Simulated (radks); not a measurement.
Valence configurations of As II (all share [Ar]). All-electron calculation, scalar-relativistic Kohn-Sham, PBE, spin-polarised, spherical densities, finite nucleus; open shells are filled with parallel spins first; Fermi nuclear charge, rms radius 4.0968 fm. Program: a radial shooting solver on a logarithmic mesh with Libxc functionals. Energies are relative to 3d10 4s2 4p2; eigenvalues in eV for spin up.

valence	E (eV)	moment (Bohr magnetons)	e(3d)	e(4p)	e(4s)
3d10 4s2 4p2	0.000	2	-50.345	-14.079	-24.085
3d10 4p4	20.412	2	-53.624	-15.486	-
3d8 4s2 4p4	91.274	4	-74.798	-17.851	-29.734
3d9 4s1 4p4	50.965	4	-63.802	-16.940	-28.152
3d10 4s1 4p3	7.281	4	-51.746	-15.220	-25.507
3d9 4s1.5 4p3.5	45.494	4	-62.989	-16.585	-27.681
3d9 4s2 4p3	40.039	4	-62.170	-16.228	-27.205
3d9.5 4s1.5 4p3	22.825	4	-56.869	-15.732	-26.361
3d9.5 4s1 4p3.5	28.106	4	-57.711	-16.099	-26.851
3d9.5 4s2 4p2.5	19.010	3	-56.191	-15.169	-25.669

NIST lists [Ar] 3d10 4s2 4p2 as the ground configuration; this level of theory agrees among the configurations tried. The energies are those of spherical high-spin densities, not of single terms.
